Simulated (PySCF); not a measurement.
Worked example: dipole moment from atomic charges

Ga(OH)(PH2)2 (GaH₅OP₂), SMILES [OH][Ga]([PH2])[PH2]. Atoms are numbered in the order given.

```xyz
9

Ga     0.2256    -0.0912    -0.0710
O      1.8529    -0.5871    -0.6580
H      2.4417    -0.9759     0.0013
P     -0.3030    -0.2742     2.2095
H      0.2505    -1.5890     2.3195
H     -1.6241    -0.7468     1.9359
P     -1.0248     0.9748    -1.7280
H     -2.2505     0.3597    -1.3224
H     -0.7160    -0.0332    -2.6929
```

Coordinates come from a B3LYP-D3(BJ)/def2-SVP optimisation. The structure was generated by enumeration; whether it is a known compound was not checked. The values are those of a single conformer.

Charges (e) from PBE/def2-TZVP (PySCF):

| atom | ESP fit | Mulliken |
|---|---|---|
| Ga1 | 0.508 | 0.376 |
| O2 | -0.651 | -0.497 |
| H3 | 0.376 | 0.297 |
| P4 | -0.238 | -0.265 |
| H5 | 0.047 | 0.084 |
| H6 | 0.052 | 0.089 |
| P7 | -0.204 | -0.263 |
| H8 | 0.037 | 0.083 |
| H9 | 0.073 | 0.097 |

The dipole moment of the full density is 1.62 D.

Question: What dipole moment does each set of point charges give, and which comes closer to that of the density?

Answer: 
μ = Σ q r, and 1 e Å = 4.8032 D.
ESP fit: Σ q r = (-0.101, -0.267, 0.184) e Å, |μ| = 1.63 D.
Mulliken: Σ q r = (-0.141, -0.389, 0.166) e Å, |μ| = 2.14 D.
ESP fit comes closer in size. Point charges leave out the atoms' own dipoles (lone pairs, polarised bonds); fits to the potential absorb them, partitions of the density don't.
